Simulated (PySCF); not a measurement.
A side-by-side comparison of computed properties.

First species: C3H15N3Si3.
Numbering: `[CH3:1][CH2:2][CH2:3][N:4]1[SiH2:5][NH:6][SiH2:7][NH:8][SiH2:9]1` (hydrogens: H10, H11, H12 on C1; H13, H14 on C2; H15, H16 on C3; H17, H18 on Si5; H19 on N6; H20, H21 on Si7; H22 on N8; H23, H24 on Si9)

Second species: C₄H₇ClSSi.
InChI=1S/C4H7ClSSi/c1-3-4(2)6-7-5/h1,4H,7H2,2H3/t4-/m1/s1

Levels: PBE0/pcSseg-1 for HOMO energy, LUMO energy and HOMO–LUMO gap. Geometries: GFN2-xTB. All species are isolated and taken at one optimised geometry, non-relativistic unless stated. Electronic properties by PySCF.

The conformers computed, where there is a choice (atom-mapped SMILES and torsion angles):
- `[CH:1]#[C:2][C@@H:3]([CH3:4])[S:5][SiH2:6][Cl:7]`: C2–C3–S5–Si6 62°, C3–S5–Si6–Cl7 42°

The conformers of `CCCN1[SiH2]N[SiH2]N[SiH2]1` aren't listed.

```json
{"property": "HOMO energy", "column X": "-6.71 eV", "column Y": "-7.24 eV"}
{"property": "LUMO energy", "column X": "0.53 eV", "column Y": "-0.48 eV"}
{"property": "HOMO–LUMO gap", "column X": "7.24 eV", "column Y": "6.76 eV"}
```

Question: Which column belongs to which species?

Answer: Column X is the first species and column Y the second. The first has 24 atoms and 96 electrons, the second 14 and 78.

Question: How does each property change from the first species to the second?

Answer: HOMO energy -0.53 eV; LUMO energy -1.01 eV; HOMO–LUMO gap -0.48 eV.

